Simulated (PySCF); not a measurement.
# Excitation energy of Be by level of theory

Be [He] 2s2 (1S) → Be [He] 2s1 2p1 (3P), as a difference of total energies. Computed with PySCF 2.14 in aug-cc-pCVQZ-DK (9s8p6d4f2g, 109 functions), with the spin-free X2C one-electron Hamiltonian (Gaussian nucleus). Correlated levels: valence: 1s2 frozen; valence and next inner shell: nothing frozen. The calculations carry no spin-orbit coupling.

```
                                method  excitation energy (eV)
                                   UHF                   1.616
                                   LDA                   2.403
                                   PBE                   2.303
                                  PBE0                   2.284
                                r2SCAN                   2.129
                               wB97M-V                   2.776
                                  BLYP                   2.466
                                revPBE                   2.328
                         MP2 (valence)                   2.345
                     SCS-MP2 (valence)                   2.559
    MP2 (valence and next inner shell)                   2.354
SCS-MP2 (valence and next inner shell)                   2.570
```

Task: How much does correlation contribute at MP2 (valence and next inner shell)?

Result: 2.354 − (1.616) = 0.738 eV, measured against UHF.

Errors of the correlated levels include the incompleteness of this basis and the frozen core.

For comparison: 2.725 eV (measured; NIST levels, between the centres of gravity of the two terms).
